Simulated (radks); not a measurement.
Values are calculated unless marked as measured or tabulated.
Spin polarisation of the 4f9 shell in the dysprosium ion Dy3+. Start: [Xe] 4f(up 4.5, down 4.5); electrons of 4f are moved from spin down to spin up, other shells keep equal spins. Code: a radial shooting solver on a logarithmic mesh with Libxc functionals. Model: scalar-relativistic Kohn-Sham, PBE, spin-polarised, spherical densities, finite nucleus; Fermi nuclear charge, rms radius of each element as measured or else 0.836 A^(1/3) + 0.57 fm.

moment (Bohr magnetons)  E - E(0) (eV)  e(4f up) (eV)  e(4f down) (eV)  5p down minus up (eV)
0                                0.000        -34.687          -34.687                  0.000
1                               -0.198        -35.069          -34.277                  0.315
2                               -0.792        -35.421          -33.837                  0.630
3                               -1.783        -35.744          -33.369                  0.947
4                               -3.169        -36.037          -32.870                  1.266
5                               -4.950        -36.299          -32.342                  1.587

At moment 5 the spin-polarisation energy is -4.950 eV and the 4f exchange splitting 3.957 eV, that is 0.791 eV per Bohr magneton; E = -I m^2/4 would give I = 0.792 eV.
